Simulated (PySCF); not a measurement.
**Radial density of Cu (copper, neutral)**

UHF, [Ar] 3d10 4s1, 2S determinant. All numbers are calculated (PySCF 2.14, the spin-free X2C one-electron Hamiltonian (Gaussian nucleus), in aug-cc-pVTZ-DK (8s7p5d3f2g, 93 functions)).

```csv
r (bohr),4πr²ρ (e/bohr),4πr²(ρα − ρβ)
0.000925,0.2728,0.0001
0.00156,0.6811,0.0001
0.00262,1.664,0.0003
0.00440,3.921,0.0008
0.00740,8.701,0.0018
0.0125,17.35,0.0034
0.0209,28.79,0.0052
0.0352,35.37,0.0042
0.0593,30.20,-0.0007
0.0997,30.28,0.0016
0.168,40.24,0.0044
0.282,23.59,-0.0441
0.474,20.08,-0.0662
0.798,18.78,-0.0737
1.34,5.359,0.1170
2.26,1.096,0.3601
3.80,0.2763,0.2287
6.39,0.02907,0.0288
10.7,0.0003002,0.0003
```

Densities and radii are taken from the X2C orbitals without a picture-change correction, which distorts them close to the nucleus.

Where is the radial spin density 4πr²(ρα − ρβ) most negative, and why is it negative at all?

Around r = 0.798 bohr, down to -0.0737 e/bohr: exchange with the open shell polarises the paired shells in an unrestricted calculation.
